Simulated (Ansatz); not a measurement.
Coupled-cluster diagnostics for the cluster Ti₂O₅H₂, Ansatz.

Geometry of the singlet (PBE-D4/def2-SVP):

| atom | x (Å) | y (Å) | z (Å) |
| --- | --- | --- | --- |
| Ti1 | -0.545 | 1.418 | 0.247 |
| Ti2 | 0.313 | -0.932 | -0.115 |
| O3 | -1.263 | -0.289 | 0.468 |
| O4 | 1.072 | 0.879 | 1.129 |
| O5 | 0.454 | 0.393 | -1.191 |
| O6 | 0.084 | 1.506 | 1.970 |
| O7 | 0.529 | -2.641 | -0.643 |
| H8 | -1.270 | 2.859 | -0.426 |
| H9 | 0.626 | -3.193 | -1.438 |

Correlated methods freeze 15 core orbitals; core or outer-core shells of Ti are correlated, in sets that lack core-valence functions. The structure holds 1 bond(s) between oxygen atoms. No other spin state of charge 0 was run. Another isomer (singlet) lies 4.54 eV lower at PBE0-D4/def2-TZVP; other spin states weren't run for this one.

(1) Estimate the CCSD(T) correlation energy, the shares of MP2 and (T), T1 and the reference's ⟨S²⟩ for: charge 0, singlet, own geometry in def2-SVP; and the rough time on 4 threads of Arm Neoverse V2 on a shared host.

Answers

(1) 
| state | basis | correlation (eV) | MP2 share (%) | (T) share (%) | T1 | ⟨S²⟩ (pure) | wall time | remarks |
| --- | --- | --- | --- | --- | --- | --- | --- | --- |
| charge 0, singlet, own geometry | def2-SVP | -45.483 | 96.5 | 5.8 | 0.033 | 0.00 (0.00) | 57 s | test for broken spin undecided |
Customary marks for T1 are 0.02 (closed shells), 0.045 (open shells) and about 0.05 (3d metals). T1 exceeds 0.02 in 1 of 1 rows and 0.045 in 0; the higher it lies, the less the single-reference result can be trusted.
